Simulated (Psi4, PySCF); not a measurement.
Intermolecular potential of CO ··· COS (SMILES [C-]#[O+] and O=C=S). Monomers: optimised at B3LYP-D3(BJ) (def2-TZVP), held rigid. Orientation: a higher rigid-body minimum at GFN2-xTB. The monomers approach along the line of their centres of mass (distance R); nothing else relaxes.

Geometry at R = 3.49 Å (first 2 atoms: monomer A):
```
5

C      0.5625     0.0000     0.0000
O     -0.5625     0.0000     0.0000
O     -3.8390    -0.6655     0.3994
C     -3.2585    -1.5049    -0.1425
S     -2.4737    -2.6398    -0.8751
```

Levels of theory: RKS-B3LYP/3-21G = restricted B3LYP/3-21G, no counterpoise correction (PySCF); SAPT0/jun-cc-pVDZ, frozen core (Psi4).

Interaction energies in kcal/mol:

| R / Å | RKS-B3LYP/3-21G |
|---|---|
| 2.88 | 3.12 |
| 3.05 | 0.38 |
| 3.30 | -1.09 |
| 3.49 | -1.23 |
| 3.68 | -1.03 |
| 3.87 | -0.76 |
| 4.22 | -0.35 |
| 4.49 | -0.19 |
| 4.96 | -0.08 |
| 5.69 | -0.04 |
| 6.67 | -0.02 |
| 8.00 | -0.01 |

What does SAPT0/jun-cc-pVDZ give at the same points?

2.88: 5.84; 3.05: 2.63; 3.30: 0.45; 3.49: -0.18; 3.68: -0.42; 3.87: -0.47; 4.22: -0.39; 4.49: -0.30; 4.96: -0.18; 5.69: -0.08; 6.67: -0.03; 8.00: -0.01 (kcal/mol).
